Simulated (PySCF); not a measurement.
Delta-SCF ions had no search for a lower state. Excitations are Tamm–Dancoff values on a coarser integration grid. The basis has no diffuse functions, so Rydberg states are missing or too high.

**C2H10Si2, SMILES `[SiH3]C(C)[SiH3]` (charge 0, multiplicity 1)**

These are TPSSh-D3(BJ)/def2-TZVP run with PySCF values and carry that method's errors.

```json
{
 "HOMO": "-7.66 eV",
 "dipole_moment": "0.94 D",
 "HOMO–LUMO gap": "7.72 eV",
 "LUMO": "0.06 eV",
 "S1 excitation (TDA)": "7.32 eV",
 "S1 oscillator strength": "0.078",
 "brightest of the four lowest singlets (TDA)": "7.32 eV",
 "T1 excitation (TDA)": "6.90 eV",
 "S1–T1 gap (TDA)": "0.42 eV",
 "vertical ionisation energy (Delta-SCF)": "10.03 eV",
 "total_energy": "-661.3243 Ha",
 "cost": "about 13 core-minutes (a rough figure)"
}
```

```xyz
14

C     -0.1743     1.5687    -0.1785
C     -0.1313     0.0478    -0.4564
Si    -1.3943    -0.8760     0.5897
Si     1.6079    -0.6392    -0.2410
H     -1.1734     1.9786    -0.3513
H      0.0956     1.7865     0.8587
H      0.5240     2.1124    -0.8211
H     -0.4066    -0.1374    -1.5042
H     -2.7531    -0.3250     0.3555
H     -1.0721    -0.7194     2.0296
H     -1.4018    -2.3214     0.2582
H      2.0479    -0.4735     1.1663
H      1.6553    -2.0802    -0.5879
H      2.5589     0.0940    -1.1143
```
Charge 0, spin multiplicity 1.
